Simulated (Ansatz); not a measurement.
A search over several starts for the lowest SCF solution of Al₂F₂ at the given spin, in a small basis.

```yaml
crystal:
  periodic: [false, false, false]
  atoms:
    - {symbol: Al, position_ang: [-1.462350, -0.131607, -0.299597]}
    - {symbol: Al, position_ang: [1.463972, 0.131642, 0.304433]}
    - {symbol: F, position_ang: [-2.214645, 1.337565, -0.092728]}
    - {symbol: F, position_ang: [2.213023, -1.337600, 0.087893]}
basis:
  gaussian: {orbitals: def2-SVP}
magnetization: {spin_polarized: true, initial_magnetization: 0}
hamiltonian: {xc: pbe0, dispersion: d4}
output: {orbitals: {seedname: orbitals}}
```

```sh
$ ansatz run in.yaml --threads 4 --pin off --events-out ev --progress --plain --max-ram 3916MiB
```

Output, abridged:

```
Functional definition: PBE0
572 factors; integrals over basis functions are off by at most 6.2e-4 eV
mean field evaluation 1: about -18606.1661 eV, gradient 3.6e1 eV
mean field evaluation 2: about -18590.4405 eV, gradient 7.8e1 eV
mean field evaluation 4: about -18610.4297 eV, gradient 4.5e-1 eV
mean field evaluation 8: about -18610.4930 eV, gradient 1.1e-2 eV
mean field evaluation 16: about -18610.3165 eV, gradient 1.4e0 eV
mean field -18610.49300114 eV, -683.9230031467 hartree, gradient 4.6e-5 eV, S^2 0.000000; 2 other end points of the search recorded, 0 dependent functions left out
reference -18610.49303187 eV, -683.9230042758 hartree; 22, 22 occupied and 42, 42 virtual orbitals, 572 factors
Total energy: -18610.58245442 eV, -683.9262904939 hartree
```

Run time 0.9 s (4 threads of Arm Neoverse V1 on a shared host).

The structure comes from a short search, and lower isomers may exist.
